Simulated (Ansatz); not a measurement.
The same redistribution along the group F, Cl, Br.

Calculated with Ansatz (gas phase, PBE0-D4/def2-TZVP geometries, no zero-point term in ΔE). CCSD(T)/CBS is the MP2 limit (def2-TZVPP, def2-QZVPP) plus CCSD(T) − MP2 in def2-TZVPP, frozen cores. Functionals use def2-TZVPP. For Br, Mg outer-core shells are correlated without core-valence functions, which leaves a few kJ/mol of doubt a bond. Scalar relativity is left out up to krypton. One conformer a species, not always the lowest.

```csv
reaction,MP2/CBS(def2) (eV),B2PLYP (eV),ωB97X-V (eV)
`[NH2][Mg][F]` + `OC(O)[SiH3]` → `[NH2][Mg][OH]` + `OC(F)[SiH3]`,0.66,0.62,0.62
`[NH2][Mg][Cl]` + `OC(O)[SiH3]` → `[NH2][Mg][OH]` + `OC([SiH3])Cl`,0.64,0.75,0.82
`[NH2][Mg][Br]` + `OC(O)[SiH3]` → `[NH2][Mg][OH]` + `OC([SiH3])Br`,0.62,0.75,0.85
```

Task: Give the CCSD(T)/CBS values in the same order. (Estimate.)

Result: Ansatz gave: 0.63, 0.72, 0.71 eV.

Largest T1 diagnostic: 0.012, for `OC(F)[SiH3]`.
